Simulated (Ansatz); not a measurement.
```yaml
crystal:
  periodic: [false, false, false]
  atoms:
    - {symbol: O, position_ang: [-1.219072, 0.871590, 0.794155]}
    - {symbol: Hf, position_ang: [-0.111361, -0.121306, -0.382307]}
    - {symbol: O, position_ang: [1.569087, -0.486357, 0.417231]}
    - {symbol: Cl, position_ang: [-1.174537, -2.162174, -0.892774]}
    - {symbol: Cl, position_ang: [0.234230, 1.132820, -2.347933]}
    - {symbol: H, position_ang: [-1.661109, 1.360340, 1.480716]}
    - {symbol: H, position_ang: [2.362782, -0.594901, 0.930922]}
basis:
  gaussian: {orbitals: def2-TZVP, fitting: {mean_field: cc-pVTZ-jkfit}, nuclear_model: gaussian}
hamiltonian: {xc: {name: HF}}
correlation: {active_space: {window: {electrons: 2, orbitals: 1}}}
scf: {lower_state_search: full}
output: {forces: true}
```

```sh
$ ansatz run in.yaml --threads 4 --pin off --events-out ev --progress --plain --max-ram 10444MiB
```

Question: How does Ansatz answer? (Estimate.)

Answer: Computed: The program refused the input.
```
Functional definition: HF
Error: <dir> the basis set cc-pVTZ-JKFIT has no functions for Hf
```
